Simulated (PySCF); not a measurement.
## `C[Si]1(C)OC(=O)C(=O)O1`, C₄H₆O₄Si

Molfile (atoms numbered from 1):
```
C4H6O4Si
     RDKit          3D

 15 15  0  0  0  0  0  0  0  0999 V2000
   -1.3317   -1.3476   -0.8534 C   0  0  0  0  0  0  0  0  0  0  0  0
   -0.3327    0.0220   -0.0199 Si  0  0  0  0  0  4  0  0  0  0  0  0
   -1.2278    1.5292    0.6838 C   0  0  0  0  0  0  0  0  0  0  0  0
    0.7010   -0.6292    1.1238 O   0  0  0  0  0  0  0  0  0  0  0  0
    1.9908   -0.5059    0.8115 C   0  0  0  0  0  0  0  0  0  0  0  0
    2.8897   -0.8975    1.4873 O   0  0  0  0  0  0  0  0  0  0  0  0
    2.1279    0.2153   -0.5451 C   0  0  0  0  0  0  0  0  0  0  0  0
    3.1509    0.4727   -1.0979 O   0  0  0  0  0  0  0  0  0  0  0  0
    0.9181    0.5136   -1.0171 O   0  0  0  0  0  0  0  0  0  0  0  0
   -2.0488   -1.7747   -0.1600 H   0  0  0  0  0  0  0  0  0  0  0  0
   -1.8871   -0.9549   -1.6989 H   0  0  0  0  0  0  0  0  0  0  0  0
   -0.6973   -2.1539   -1.2162 H   0  0  0  0  0  0  0  0  0  0  0  0
   -0.5386    2.2414    1.1334 H   0  0  0  0  0  0  0  0  0  0  0  0
   -1.9424    1.2320    1.4443 H   0  0  0  0  0  0  0  0  0  0  0  0
   -1.7764    2.0455   -0.0974 H   0  0  0  0  0  0  0  0  0  0  0  0
  1  2  1  0
  2  3  1  0
  2  4  1  0
  4  5  1  0
  5  6  2  0
  5  7  1  0
  7  8  2  0
  7  9  1  0
  9  2  1  0
  1 10  1  0
  1 11  1  0
  1 12  1  0
  3 13  1  0
  3 14  1  0
  3 15  1  0
M  END
```

Method used: GIAO B3LYP/pcSseg-1 magnetisability, rotational g tensor and spin-rotation constants, non-relativistic, gas phase (PySCF 2.14.0). Geometry: GFN2-xTB.

Q: How diamagnetic is it, and how anisotropic?

A: Isotropic -1234 × 10⁻³⁰ J/T², or -74.3 × 10⁻⁶ cm³/mol; principal values -1445, -1136, -1119 × 10⁻³⁰ J/T², anisotropy 318 × 10⁻³⁰ J/T² (root of half the summed squared differences of the principal values). The susceptibility is in cgs units.

Q: Split it along the inertial axes a, b, c into diamagnetic and paramagnetic parts about the centre of mass, with the quadrupole moment.

A: 
| axis | χ (10⁻⁶ cm³/mol) | diamagnetic (10⁻⁶ cm³/mol) | paramagnetic (10⁻⁶ cm³/mol) | summed x² of all electrons (Å²) | quadrupole Θ (D Å) |
| --- | --- | --- | --- | --- | --- |
| a | -68.4 | -635.0 | 566.5 | 216.7 | -2.62 |
| b | -67.4 | -1204.3 | 1136.9 | 82.5 | -9.05 |
| c | -87.0 | -1269.4 | 1182.4 | 67.2 | +11.67 |

Anisotropies 2χaa − χbb − χcc = +17.6 and 2χbb − χaa − χcc = +20.7 × 10⁻⁶ cm³/mol. Θ is traceless in Buckingham's convention.

Q: And the rotational g tensor?

A: 
```tsv
axis	rotational constant (GHz)	g	nuclear part	electronic part
a	2.2767	-0.0412	0.5647	-0.6059
b	1.0976	-0.0184	0.5678	-0.5862
c	0.9984	-0.0133	0.5413	-0.5546
```
Asymmetric top; isotopes 12C, 1H, 16O, 28Si; no vibrational averaging.
